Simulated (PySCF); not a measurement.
Compound: SnH(NCO)3, C3HN3O3Sn.
Geometry (PBE0-D3(BJ)/def2-SVP, Å), atoms numbered from 1 in this order:
```
atom  x, y, z in Å
Sn1    0.0261   -0.0045    1.1726
H2     0.1479   -0.0021    2.8491
N3     1.8277   -0.0231    0.3074
C4     2.5825   -0.0231   -0.6312
O5     3.3571   -0.0239   -1.5031
N6    -0.9475    1.6183    0.5221
C7    -1.2879    2.3282   -0.3922
O8    -1.6453    3.0535   -1.2320
N9    -0.9768   -1.6118    0.5284
C10   -1.3145   -2.3320   -0.3786
O11   -1.6714   -3.0651   -1.2117
```

Level of theory: PBE0-D3(BJ)/def2-SVP geometry optimisation, gas phase, def2 core potentials past Kr (PySCF 2.14.0).

Masses are those of the commonest isotopes; rigid-rotor values at the optimised geometry. The values belong to one conformer.

**Question.** What are A, B and C (MHz)?

**Answer.** Ia = 708.46, Ib = 746.35, Ic = 967.67 u·Å²; 505379 MHz·u·Å²/I gives A = 713.4, B = 677.1, C = 522.3 MHz.

**Question.** Classify the top.

**Answer.** An asymmetric top. Ray's parameter κ = (2B − A − C)/(A − C) = 0.621; −1 is the prolate and +1 the oblate limit.

**Question.** Is it planar, by Δ = Ic − Ia − Ib?

**Answer.** Not planar: Δ = Ic − Ia − Ib = -487.13 u·Å². For a rigid frame Δ = −2 Σ m c², so Σ m c² = 243.57 u·Å² lies off the ab plane: 6.37 from hydrogen and 237.20 from heavier atoms. The atom farthest from that plane is 2.51 Å away.

**Question.** Give the other two planar moments, Paa and Pbb, and the rms extents of the mass along the axes.

**Answer.** Paa = Σ m a² = (Ib + Ic − Ia)/2 = 502.78 and Pbb = Σ m b² = (Ia + Ic − Ib)/2 = 464.89 u·Å². With the mass M = 246.90 u, the rms extents √(P/M) along a, b and c are 1.43, 1.37, 0.99 Å.

**Question.** Where do the levels up to J = 4 lie, in cm⁻¹?

**Answer.** Above 0(0,0):
J = 1: 1(0,1) 0.0400, 1(1,1) 0.0412, 1(1,0) 0.0464
J = 2: 2(0,2) 0.1159, 2(1,2) 0.1161, 2(1,1) 0.1316, 2(2,1) 0.1352, 2(2,0) 0.1393
J = 3: 3(0,3) 0.2262, 3(1,3) 0.2262, 3(1,2) 0.2543, 3(2,2) 0.2552, 3(2,1) 0.2690, 3(3,1) 0.2763, 3(3,0) 0.2792
J = 4: 4(0,4) 0.3713, 4(1,4) 0.3713, 4(1,3) 0.4113, 4(2,3) 0.4114, 4(2,2) 0.4383, 4(3,2) 0.4409, 4(3,1) 0.4526, 4(4,1) 0.4645, 4(4,0) 0.4664
Those of J = 1 are B + C, A + C and A + B.

**Question.** Which types of transition are allowed, and where do some lines up to J = 5 fall?

**Answer.** The dipole components are |μa| = 0.00 D, |μb| = 0.30 D, |μc| = 3.78 D; the mirror of this Cs structure is the bc plane, so μa vanishes by symmetry and there are no a-type lines. Intensities carry the squares of the components, which stand as 0.01 : 1.00 (b : c). Some lines, for components of 0.1 D or more:

```json
{"type": "b", "branch": "Q", "J(Ka,Kc)": "4(3,1) ← 4(2,2)", "MHz": "427", "lower level (cm⁻¹)": "0.438"}
{"type": "c", "branch": "R", "J(Ka,Kc)": "3(2,1) ← 2(1,1)", "MHz": "4121", "lower level (cm⁻¹)": "0.132"}
{"type": "c", "branch": "R", "J(Ka,Kc)": "3(1,2) ← 2(0,2)", "MHz": "4150", "lower level (cm⁻¹)": "0.116"}
{"type": "c", "branch": "R", "J(Ka,Kc)": "3(2,2) ← 2(1,2)", "MHz": "4171", "lower level (cm⁻¹)": "0.116"}
{"type": "b", "branch": "R", "J(Ka,Kc)": "3(3,0) ← 2(2,1)", "MHz": "4317", "lower level (cm⁻¹)": "0.135"}
{"type": "b", "branch": "R", "J(Ka,Kc)": "4(0,4) ← 3(1,3)", "MHz": "4350", "lower level (cm⁻¹)": "0.226"}
{"type": "b", "branch": "R", "J(Ka,Kc)": "4(1,4) ← 3(0,3)", "MHz": "4351", "lower level (cm⁻¹)": "0.226"}
{"type": "b", "branch": "R", "J(Ka,Kc)": "4(2,2) ← 3(3,1)", "MHz": "4858", "lower level (cm⁻¹)": "0.276"}
{"type": "b", "branch": "R", "J(Ka,Kc)": "5(0,5) ← 4(1,4)", "MHz": "5395", "lower level (cm⁻¹)": "0.371"}
{"type": "b", "branch": "R", "J(Ka,Kc)": "5(2,4) ← 4(1,3)", "MHz": "5742", "lower level (cm⁻¹)": "0.411"}
{"type": "b", "branch": "R", "J(Ka,Kc)": "5(3,3) ← 4(2,2)", "MHz": "6133", "lower level (cm⁻¹)": "0.438"}
{"type": "b", "branch": "R", "J(Ka,Kc)": "5(3,2) ← 4(2,3)", "MHz": "7684", "lower level (cm⁻¹)": "0.411"}
{"type": "b", "branch": "R", "J(Ka,Kc)": "5(2,3) ← 4(1,4)", "MHz": "8125", "lower level (cm⁻¹)": "0.371"}
```

**Question.** Estimate the classical rotational partition function at 10 K, 200 K and 500 K.

**Answer.** Point group Cs, symmetry number σ = 1; q = (√π/σ)·√((kT/h)³/(ABC)), k/h = 20836.6 MHz/K: 10600 at 10 K, 949000 at 200 K, 3750000 at 500 K.

Stationary, but not proved a minimum. These are rigid-rotor constants of the computed structure; measured ground-state constants (B0) also hold zero-point vibration. Quadrupole hyperfine structure (14N) is left out.
